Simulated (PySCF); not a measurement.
Members of one series of related molecules.

All values: CAM-B3LYP/def2-SVPD (PySCF) at PBE0-D3(BJ)/def2-SVP geometries, gas phase, one conformer each. Core orbitals are frozen in the response; Δα² is half the sum of the squared differences of the principal polarisabilities.

Question: Rank by HOMO energy, highest first.
A. `C=CC1=CC(SC)=NN=N1`
B. `CC(C)(C)c1ccnnn1`
C. `Fc1ccnnn1`
D. `FC(F)(F)c1ccnnn1`

Answer: A (-8.36 eV), B (-8.56 eV), C (-9.21 eV), D (-9.37 eV).

Question: Rank by polarisability anisotropy Δα, lowest first.
A. `[CH3:1][CH2:2][c:3]1[cH:4][c:5]([S:6][CH3:7])[n:8][n:9][n:10]1` with C1–C2–C3–C4 -116°, C4–C5–S6–C7 180°
B. `CC(C)(C)c1ccnnn1`
C. `FC(F)(F)C1=NN=NC=C1`
D. `FC1=NN=NC=C1`
E. `[CH2:1]=[CH:2][c:3]1[cH:4][c:5]([S:6][CH3:7])[n:8][n:9][n:10]1` with C1–C2–C3–C4 180°, C4–C5–S6–C7 180°

Answer: D (4.37 Å³), C (4.76 Å³), B (5.71 Å³), A (11.27 Å³), E (15.71 Å³).

Question: Rank by vertical ionisation energy (ΔSCF), lowest first.
A. `CCc1cc(SC)nnn1`
B. `c1nnnc(c1)F`
C. `n1nnc(C(C)(C)C)cc1`

Answer: A (9.03 eV), C (9.29 eV), B (10.16 eV).

All values together:

```tsv
SMILES	formula	μ (D)	HOMO (eV)	LUMO (eV)	α (Å³)	Δα (Å³)	electrons	α per electron (Å³)	ΔSCF removal energy (eV)
C=Cc1cc(SC)nnn1	C6H7N3S	3.42	-8.36	-1.06	17.82	15.71	80	0.223	9.01
Fc1ccnnn1	C3H2FN3	4.67	-9.21	-1.30	7.77	4.37	50	0.155	10.16
CC(C)(C)c1ccnnn1	C7H11N3	5.13	-8.56	-0.66	14.87	5.71	74	0.201	9.29
FC(F)(F)c1ccnnn1	C4H2F3N3	4.54	-9.37	-1.50	9.72	4.76	74	0.131	10.25
CCc1cc(SC)nnn1	C6H9N3S	3.60	-8.35	-0.67	17.11	11.27	82	0.209	9.03
```

Conformers: `[CH2:1]=[CH:2][c:3]1[cH:4][c:5]([S:6][CH3:7])[n:8][n:9][n:10]1` with C1–C2–C3–C4 180°, C4–C5–S6–C7 180°; `[CH3:1][CH2:2][c:3]1[cH:4][c:5]([S:6][CH3:7])[n:8][n:9][n:10]1` with C1–C2–C3–C4 -116°, C4–C5–S6–C7 180°.

Q: By how much does the ΔSCF value exceed −ε(HOMO) over the species that have both?

A: By 0.65 to 0.95 eV, 0.78 eV on average, over 5 species.
